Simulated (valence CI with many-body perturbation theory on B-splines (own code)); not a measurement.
## Lu⁵⁶⁺: electric-dipole lines

Calculated by valence CI with perturbative core correlation (CI+MBPT): five valence electrons over a frozen Dirac-Fock core [Ne], radial functions for each j: 9 s, 9 p, 8 d, 6 f, 3 g, 1 h, with the one-electron correlation potential Σ1 (screened to all orders), the two-electron term Σ2, the three-electron term Σ3, Breit, model QED; selected single and double excitations, second order for the rest (own B-spline code, finite nucleus).

The last digits are not significant, and no measured levels were compared; by estimate large intervals hold to a few tenths of a per cent, small ones and those within an open d or f shell to about a per cent. Among the levels kept, up to 560 cm⁻¹ of a level comes from second order outside the variational space, and about a tenth of that is noise between levels of different J, which matters for small intervals.

Lines 101 to 150 of 229 in falling wavelength, among levels below 59.274 Ry, chosen from the strongest by gf and those to the six lowest levels. Wavelengths and rates use the calculated energies. Electric multipoles are in the length gauge, E1 and E2 with the static RPA response of the core. Weak lines are less certain than strong ones. Lines between different terms over intervals too small for the method are left out, as are lines whose strength nearly cancels. The highest levels of a list are the least certain.

Levels are named by their leading jj configuration (3d3/2^4 stands for four electrons in 3d with j = 3/2), which in mixed levels can hold well under half, so a name can repeat and another be missing. Letters in brackets count levels of one name in rising energy.

```csv
λ vac (nm),Upper,Lower,A (s⁻¹),S (a.u.) with core polarisation,S without
5.600,(3s^2 3p1/2 3d3/2^2) J=1/2,(3s^2 3p1/2 3p3/2 3d3/2) J=1/2 [b],1.43e+10,2.48e-03,2.51e-03
5.558,(3s 3p1/2^2 3p3/2 3d3/2) J=7/2,(3s 3p1/2^2 3p3/2^2) J=5/2,2.97e+09,2.01e-03,2.05e-03
5.515,(3s^2 3p1/2 3d3/2^2) J=3/2,(3s^2 3p1/2 3p3/2 3d3/2) J=3/2 [b],1.94e+09,6.41e-04,6.48e-04
5.507,(3s^2 3p1/2 3d3/2^2) J=3/2,(3s^2 3p1/2 3p3/2 3d3/2) J=1/2 [b],2.22e+09,7.31e-04,7.40e-04
5.453,(3s 3p1/2^2 3p3/2 3d3/2) J=1/2 [b],(3s 3p1/2^2 3p3/2^2) J=3/2,5.94e+09,9.51e-04,9.64e-04
5.449,(3s^2 3p1/2 3d3/2^2) J=5/2,(3s^2 3p1/2 3p3/2 3d3/2) J=3/2 [a],2.90e+09,1.39e-03,1.40e-03
5.439,(3s^2 3p1/2 3d3/2 3d5/2) J=3/2,(3s^2 3p1/2 3p3/2 3d5/2) J=5/2 [a],2.80e+09,8.90e-04,9.03e-04
5.376,(3s^2 3p1/2 3d3/2^2) J=5/2,(3s^2 3p1/2 3p3/2 3d3/2) J=5/2 [a],6.48e+09,2.98e-03,3.02e-03
5.328,(3s^2 3p1/2 3d3/2 3d5/2) J=7/2,(3s^2 3p1/2 3p3/2 3d5/2) J=7/2 [a],2.41e+09,1.44e-03,1.46e-03
5.314,(3s^2 3p1/2 3d3/2 3d5/2) J=1/2,(3s^2 3p1/2 3p3/2 3d5/2) J=3/2 [a],6.86e+09,1.02e-03,1.03e-03
5.289,(3s^2 3p1/2 3d3/2^2) J=3/2,(3s^2 3p1/2 3p3/2 3d3/2) J=5/2 [b],6.86e+09,2.00e-03,2.03e-03
5.196,(3s^2 3p1/2 3p3/2 3d3/2) J=1/2 [b],(3s^2 3p1/2 3p3/2^2) J=1/2,4.52e+08,6.26e-05,6.42e-05
5.189,(3s^2 3p1/2 3p3/2 3d3/2) J=3/2 [b],(3s^2 3p1/2 3p3/2^2) J=1/2,8.11e+08,2.24e-04,2.27e-04
5.153,(3s 3p1/2^2 3p3/2 3d3/2) J=3/2 [b],(3s 3p1/2^2 3p3/2^2) J=5/2,3.76e+09,1.01e-03,1.03e-03
5.084,(3s^2 3p1/2 3p3/2 3d3/2) J=5/2 [b],(3s^2 3p1/2 3p3/2^2) J=5/2,2.71e+09,1.05e-03,1.07e-03
4.891,(3s^2 3p1/2 3p3/2 3d3/2) J=3/2 [b],(3s^2 3p1/2 3p3/2^2) J=5/2,1.08e+09,2.49e-04,2.55e-04
4.873,(3s^2 3p1/2 3d3/2 3d5/2) J=5/2,(3s^2 3p1/2 3p3/2 3d3/2) J=3/2 [b],3.05e+09,1.04e-03,1.06e-03
4.859,(3s^2 3p1/2 3p3/2 3d3/2) J=5/2 [b],(3s^2 3p1/2 3p3/2^2) J=3/2,2.18e+08,7.42e-05,7.54e-05
4.689,(3s^2 3p1/2 3p3/2 3d3/2) J=1/2 [b],(3s^2 3p1/2 3p3/2^2) J=3/2,7.35e+09,7.48e-04,7.58e-04
4.683,(3s^2 3p1/2 3p3/2 3d3/2) J=3/2 [b],(3s^2 3p1/2 3p3/2^2) J=3/2,5.97e+07,1.21e-05,1.26e-05
4.624,(3s^2 3p1/2 3p3/2 3d5/2) J=3/2 [a],(3s^2 3p1/2 3p3/2^2) J=1/2,1.40e+09,2.74e-04,2.78e-04
4.623,(3s 3p1/2^2 3p3/2 3d5/2) J=5/2 [a],(3s 3p1/2^2 3p3/2^2) J=3/2,3.03e+09,8.86e-04,8.99e-04
4.573,(3s^2 3p1/2 3d3/2^2) J=3/2,(3s^2 3p1/2 3p3/2 3d3/2) J=1/2 [a],3.84e+09,7.25e-04,7.34e-04
4.569,(3s^2 3p1/2 3p3/2 3d5/2) J=7/2 [a],(3s^2 3p1/2 3p3/2^2) J=5/2,8.43e+08,3.17e-04,3.21e-04
4.491,(3s 3p1/2^2 3p3/2 3d5/2) J=3/2 [a],(3s 3p1/2^2 3p3/2^2) J=1/2,1.56e+10,2.79e-03,2.82e-03
4.469,(3s 3p1/2^2 3p3/2 3d5/2) J=3/2 [a],(3s 3p1/2^2 3p3/2^2) J=3/2,4.87e+10,8.58e-03,8.69e-03
4.449,(3s 3p1/2^2 3p3/2 3d5/2) J=5/2 [b],(3s^2 3p1/2 3p3/2 3d3/2) J=3/2 [a],6.09e+09,1.59e-03,1.61e-03
4.400,(3s 3p1/2^2 3p3/2 3d5/2) J=5/2 [b],(3s^2 3p1/2 3p3/2 3d3/2) J=5/2 [a],1.93e+09,4.86e-04,4.94e-04
4.386,(3s^2 3p1/2 3p3/2 3d5/2) J=3/2 [a],(3s^2 3p1/2 3p3/2^2) J=5/2,1.61e+10,2.69e-03,2.73e-03
4.333,(3s^2 3p1/2 3p3/2 3d5/2) J=5/2 [a],(3s^2 3p1/2 3p3/2^2) J=5/2,7.58e+10,1.83e-02,1.85e-02
4.314,(3s^2 3p3/2^3) J=3/2,(3s^2 3p1/2^2 3d5/2) J=5/2,4.63e+06,7.34e-07,7.44e-07
4.301,(3s^2 3p1/2 3d3/2 3d5/2) J=7/2,(3s^2 3p1/2 3p3/2 3d3/2) J=7/2,4.22e+10,1.32e-02,1.34e-02
4.245,(3s^2 3p1/2 3d3/2 3d5/2) J=5/2,(3s^2 3p1/2 3p3/2 3d3/2) J=7/2,1.64e+10,3.73e-03,3.78e-03
4.218,(3s^2 3p1/2 3p3/2 3d5/2) J=3/2 [a],(3s^2 3p1/2 3p3/2^2) J=3/2,1.23e+11,1.82e-02,1.84e-02
4.179,(3s^2 3p1/2^2 3d5/2) J=5/2,(3s^2 3p1/2^2 3p3/2) J=3/2,1.86e+11,4.02e-02,4.07e-02
4.178,(3s 3p1/2^2 3p3/2 3d5/2) J=5/2 [a],(3s 3p1/2^2 3p3/2^2) J=5/2,1.36e+11,2.94e-02,2.98e-02
4.168,(3s^2 3p1/2 3p3/2 3d5/2) J=5/2 [a],(3s^2 3p1/2 3p3/2^2) J=3/2,4.25e+10,9.11e-03,9.23e-03
4.165,(3s^2 3p1/2 3d3/2^2) J=3/2,(3s 3p1/2^2 3p3/2^2) J=3/2,6.80e+09,9.70e-04,9.84e-04
4.150,(3s 3p1/2^2 3p3/2 3d5/2) J=1/2,(3s 3p1/2^2 3p3/2^2) J=1/2,2.45e+11,1.72e-02,1.75e-02
4.133,(3s^2 3p1/2 3d3/2 3d5/2) J=7/2,(3s^2 3p1/2 3p3/2 3d3/2) J=5/2 [a],1.73e+11,4.82e-02,4.88e-02
4.131,(3s 3p1/2^2 3p3/2 3d5/2) J=1/2,(3s 3p1/2^2 3p3/2^2) J=3/2,2.17e+10,1.51e-03,1.53e-03
4.124,(3s^2 3p1/2 3p3/2 3d5/2) J=3/2 [b],(3s^2 3p1/2 3p3/2^2) J=1/2,2.14e+11,2.97e-02,3.01e-02
4.124,(3s^2 3p1/2 3d3/2 3d5/2) J=5/2,(3s^2 3p1/2 3p3/2 3d3/2) J=3/2 [a],1.31e+11,2.72e-02,2.76e-02
4.081,(3s^2 3p1/2 3d3/2 3d5/2) J=5/2,(3s^2 3p1/2 3p3/2 3d3/2) J=5/2 [a],1.11e+11,2.24e-02,2.27e-02
4.074,(3s^2 3p1/2 3p3/2 3d5/2) J=1/2,(3s^2 3p1/2 3p3/2^2) J=1/2,3.36e+11,2.24e-02,2.27e-02
4.074,(3s 3p1/2^2 3p3/2 3d5/2) J=7/2 [a],(3s 3p1/2^2 3p3/2^2) J=5/2,2.31e+11,6.17e-02,6.25e-02
4.061,(3s 3p1/2^2 3p3/2 3d5/2) J=5/2 [b],(3s 3p1/2^2 3p3/2^2) J=3/2,3.58e+11,7.10e-02,7.20e-02
4.052,(3s 3p1/2^2 3p3/2 3d5/2) J=3/2 [b],(3s 3p1/2^2 3p3/2^2) J=1/2,1.70e+11,2.23e-02,2.26e-02
4.052,(3s 3p1/2^2 3p3/2 3d5/2) J=3/2 [a],(3s 3p1/2^2 3p3/2^2) J=5/2,3.98e+10,5.23e-03,5.30e-03
4.048,(3s^2 3p1/2 3p3/2 3d5/2) J=5/2 [b],(3s^2 3p1/2 3p3/2^2) J=5/2,9.78e+10,1.92e-02,1.95e-02
```
